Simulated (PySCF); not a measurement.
Species: `C([SiH2]C#C[SiH2]F)#CC`. The columns A, B, C and D hold Mulliken, IAO, Hirshfeld and ESP-fitted charges (e) of one PBE0/pcSseg-1 density (PySCF), in a shuffled order. Coordinates in Å (GFN2-xTB); the density's dipole moment is (-2.29, -0.66, -2.52) D.

```csv
atom,x,y,z,A,B,C,D
C1,-3.144,0.006,-2.289,-0.552,-0.091,-0.440,-0.161
C2,-2.359,0.397,-1.139,+0.258,-0.017,+0.019,-0.089
C3,-1.698,0.719,-0.185,-0.489,-0.186,-0.387,-0.450
Si4,-0.728,1.238,1.296,+0.586,+0.380,+0.810,+0.702
C5,0.981,0.536,1.118,-0.178,-0.127,-0.281,-0.240
C6,2.107,0.099,1.043,-0.240,-0.149,-0.344,-0.326
Si7,3.826,-0.563,0.939,+0.722,+0.454,+1.115,+0.927
F8,4.604,-0.070,2.263,-0.312,-0.208,-0.539,-0.426
H9,-3.425,0.887,-2.866,+0.189,+0.065,+0.177,+0.156
H10,-4.050,-0.507,-1.965,+0.189,+0.065,+0.177,+0.156
H11,-2.565,-0.664,-2.924,+0.194,+0.066,+0.178,+0.157
H12,-0.628,2.702,1.337,-0.077,-0.061,-0.107,-0.082
H13,-1.336,0.680,2.510,-0.077,-0.061,-0.107,-0.082
H14,3.848,-2.017,1.010,-0.106,-0.065,-0.137,-0.122
H15,4.563,0.026,-0.170,-0.106,-0.065,-0.137,-0.122
```

Which column most likely holds the ESP-fitted charges?

A. Σ q r misses the density's dipole by 0.01 D (A), 0.64 D (C), 0.82 D (B), 2.28 D (D). Charges fitted to the outside potential are the only set here that is tied to the molecule's multipoles.

And the Hirshfeld charges?

B. The mean sizes are 0.137 e (B), 0.280 e (D), 0.285 e (A), 0.330 e (C), and Hirshfeld charges are commonly the smallest of these schemes.

As computed, A = ESP-fitted, B = Hirshfeld, C = IAO, D = Mulliken. Hydrogens on carbon: ESP-fitted +0.19 to +0.19, Hirshfeld +0.07 to +0.07, IAO +0.18 to +0.18, Mulliken +0.16 to +0.16 e.

The Hirshfeld scheme divides the density at each point in proportion to the densities of the neutral, spherically averaged free atoms. The Mulliken scheme counts on each atom the diagonal of the density matrix times the overlap matrix over that atom's basis functions.

Isolated species at its GFN2-xTB geometry, gas phase.
